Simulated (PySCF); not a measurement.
A GIAO shielding run with PySCF 2.14 (density fitting, non-relativistic, gas phase) on SMILES O(C)C(=O)C[SiH3], C$_{3}$H$_{8}$O$_{2}$Si:

```
$ OMP_NUM_THREADS=1 python probes_run.py task.json out

{"job": {"kind": "nmr", "xc": "KT3", "basis": "pcSseg-1", "pop": false}, "charge": 0, "multiplicity": 1}
C      2.399377     0.424891     0.247974
O      1.060423     0.405405     0.708205
C      0.378980    -0.728347     0.478032
O      0.855956    -1.679628    -0.081970
C     -1.030257    -0.619934     0.971772
Si    -2.127913     0.454287    -0.144661
H      2.439687     0.322491    -0.846900
H      2.816422     1.392198     0.551652
H      2.979532    -0.397276     0.692003
H     -1.042967    -0.160166     1.972131
H     -1.457899    -1.630383     1.027393
H     -2.070696    -0.046425    -1.549846
H     -1.674672     1.875021    -0.106896
H     -3.534406     0.373358     0.351754
```

Hardware: 1 thread of an Arm Neoverse V1, shared host.

(1) How large is the calculation?

(2) How long does it take, and how much memory does it need?

(3) And these other runs on the same molecule and hardware: GIAO shielding at B3LYP/pcSseg-1; GIAO shielding at B97-D/pcSseg-1; GIAO shielding at BLYP/pcSseg-1; GIAO shielding at BP86/pcSseg-1; GIAO shielding at HF/pcSseg-1; GIAO shielding at KT2/pcSseg-1?

Results:

(1) 56 electrons, 149 basis functions and 796 auxiliary functions.

(2) 22 s of wall time, with 16 SCF cycles; peak memory 0.8 GiB. Times on a shared host scatter by some tens of per cent.

(3) B3LYP/pcSseg-1: 149 functions, 14 s; B97-D/pcSseg-1: 149 functions, 21 s; BLYP/pcSseg-1: 149 functions, 21 s; BP86/pcSseg-1: 149 functions, 21 s; HF/pcSseg-1: 149 functions, 7.2 s; KT2/pcSseg-1: 149 functions, 21 s.
